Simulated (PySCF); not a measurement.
**Correlation energy of Au⁵¹⁺ (gold, charge +51)**

Starting occupation: [Ar] 3d10. Calculation: PySCF 2.14, in an uncontracted even-tempered set (18 s from 4.7 bohr⁻², ratio 2.6; 15 p from 6.2 bohr⁻², ratio 2.6; 10 d from 6.2 bohr⁻², ratio 2.6; 5 f from 6.3 bohr⁻², ratio 2.8); X2C-1e with screened-nucleus spin-orbit coupling, Gaussian nucleus. Frozen: [Ar]; 10 electrons correlated; the 98 highest virtual spinors left out.

MP2 pair energies summed by pair of shells (mhartree):

```json
{"pair": "3d3/2-3d5/2", "energy": "-189.52", "share (%)": "49.6"}
{"pair": "3d5/2-3d5/2", "energy": "-134.20", "share (%)": "35.2"}
{"pair": "3d3/2-3d3/2", "energy": "-58.05", "share (%)": "15.2"}
```

Total MP2 correlation energy: -381.77 mhartree.

The virtual space was cut to 70 spinors, which keep -377.37 of the -381.77 mhartree of MP2 correlation.

```tsv
level	correlation energy (mhartree)
CCSD	-374.12
(T)	-0.13
CCSD(T)	-374.25
```

Diagnostics: T1 = 4.3e-05, largest double amplitude 0.004.

Cost of the coupled-cluster step: 100 s of wall time on 1 thread of Neoverse-V1 (shared host), for 10 occupied and 70 virtual spinors.

Iterations:

```
Init t2, MP2 energy = -0.377373355996171
CCSD nocc = 10, nmo = 80
Init t2, MP2 energy = -0.377373355996171
Init E_corr(GCCSD) = -0.377373355996171
cycle = 1  E_corr(GCCSD) = -0.374061456801275  dE = 0.00331189919  norm(t1,t2) = 0.000476078
cycle = 2  E_corr(GCCSD) = -0.374122664683501  dE = -6.12078822e-05  norm(t1,t2) = 1.03471e-05
cycle = 3  E_corr(GCCSD) = -0.374122454314167  dE = 2.10369333e-07  norm(t1,t2) = 3.83124e-07
cycle = 4  E_corr(GCCSD) = -0.374122485945144  dE = -3.1630977e-08  norm(t1,t2) = 1.20555e-08
cycle = 5  E_corr(GCCSD) = -0.374122486143879  dE = -1.98734418e-10  norm(t1,t2) = 1.37863e-10
GCCSD converged
E(GCCSD) = -17061.17335194566  E_corr = -0.3741224861438786
```

At this charge the one-electron X2C treatment keeps the bare 1/r₁₂, with no two-electron picture change or Breit term. The effect here is smaller than on the frozen 1s shell.
